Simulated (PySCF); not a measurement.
## BrWN, triplet: computed properties

Level of theory: PySCF, UPBE, basis W def2-SVP with ECP60, N def2-SVP, Br def2-SVP (scalar-relativistic core potentials, no spin–orbit coupling, density fitting).

The structure is a minimum.

```
Point group                                                                   : Cs
Bond lengths                                                                  : W–Br 2.436 Å, W–N 1.675 Å
Bond angles                                                                   : Br–W–N 106.9°
Highest occupied level (α)                                                    : -5.21 eV
Heat capacity Cp at 298.15 K                                                  : 49.5 J/(mol K)
Rotational symmetry number                                                    : 1
Lowest empty level (α)                                                        : -4.20 eV
Rotational constants                                                          : 0.5267, 0.04822, 0.04418 cm⁻¹
Principal quadrupole moments (Buckingham, traceless) about the centre of mass : -8.46, 0.75, 7.71 D Å
Entropy at 298.15 K and 1 bar (electronic part: spin only)                    : 316.4 J/(mol K)
Principal polarisabilities                                                    : 56.3, 59.0, 81.0 bohr³
Dipole moment                                                                 : 3.90 D
Atomisation energy without zero-point energy                                  : 1077 kJ/mol
Enthalpy at 298.15 K above 0 K                                                : 12.71 kJ/mol
Zero-point energy                                                             : 9.3 kJ/mol
Spin squared ⟨S²⟩                                                             : 2.026
```

Harmonic modes (masses in u: W 183.951, N 14.003, Br 78.918):
```tsv
symmetry	ω (cm⁻¹)	IR (km/mol)
a'	196	4.8
a'	262	21.5
a'	1098	43.7
```

Charges (e):
```
atom  Mulliken  Löwdin  polar tensor  spin (Mulliken)  Mayer order to W1
  W1      0.38   -0.13          0.90             2.23                  –
  N2     -0.18   -0.01         -0.51            -0.24               2.94
 Br3     -0.21    0.14         -0.40             0.01               1.24
```

Mulliken populations on W1 (electrons outside its core potential): s 2.78, p 6.25, d 4.53, f 0.06.

Formally W is in oxidation state +4, d2, with 2 unpaired electrons (the high-spin count). The Mulliken spin on W is 2.23. The polar-tensor charge on W, 0.90, is far below the formal one.

Other isomers or separated fragments may lie lower. Other spin states or occupations of the open shell can lie lower. Spin–orbit coupling, left out here, can matter for elements this heavy.

The final relaxation and frequency run took 40 s on 2 threads of a shared Arm Neoverse V1 host, with 78 basis functions and 13 gradients; the process peaked at 0.71 GiB. Launch command: `OMP_NUM_THREADS=2 python axn.py task.json out`.
